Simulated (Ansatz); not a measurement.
Consider the cleavage of the Al–B bond: `C[Se][BH][AlH2]` + `N=C=O` → `O=C=[N][AlH2]` + `B[Se]C`.

Program: Ansatz. Geometries: PBE0-D4/def2-TZVP. ΔE: electronic, gas phase. CCSD(T)/CBS is the MP2 limit (def2-TZVPP, def2-QZVPP) plus CCSD(T) − MP2 in def2-TZVPP, frozen cores. This one scheme is used for every species. DFT in def2-TZVPP. B3LYP here is the variant with VWN-RPA as its local correlation; programs differ in this. For Se outer-core shells are correlated without core-valence functions, which leaves a few kJ/mol of doubt a bond. Scalar relativity is left out up to krypton. Each species was taken in one conformer, which may not be the lowest.

```csv
level,ΔE (kcal/mol),difference from CCSD(T)/CBS
PBE-D4,-35.0,4.9
r2SCAN-D4,-39.2,0.7
PBE0-D4,-37.2,2.7
B3LYP-D4,-40.4,-0.5
ωB97X-V,-40.1,-0.2
ωB97M-V,-40.7,-0.8
B2PLYP,-42.0,-2.1
PBE,-35.6,4.3
r2SCAN,-39.4,0.5
PBE0,-37.8,2.1
B3LYP,-41.5,-1.6
HF/def2-TZVPP,-47.1,-7.2
MP2/def2-TZVPP,-42.5,-2.6
SCS-MP2/def2-TZVPP,-42.9,-3.0
CCSD/def2-TZVPP,-41.2,-1.3
CCSD(T)/def2-TZVPP,-40.1,-0.2
HF/def2-QZVPP,-47.2,-7.3
MP2/def2-QZVPP,-42.4,-2.5
SCS-MP2/def2-QZVPP,-42.8,-2.9
HF/CBS(def2),-47.2,-7.3
MP2/CBS(def2),-42.3,-2.4
CCSD/CBS(def2),-41.0,-1.1
CCSD(T)/CBS,-39.9,0
```

Largest T1 diagnostic among the species: 0.018.

From PBE to PBE0 (25 % exact exchange), in def2-TZVPP and without D4, ΔE moves by −2.2 kcal/mol. In def2-TZVPP, CCSD(T) changes the Hartree–Fock value by +7.0 kcal/mol (the triples alone add +1.1 kcal/mol) and MP2 by +4.6 kcal/mol.
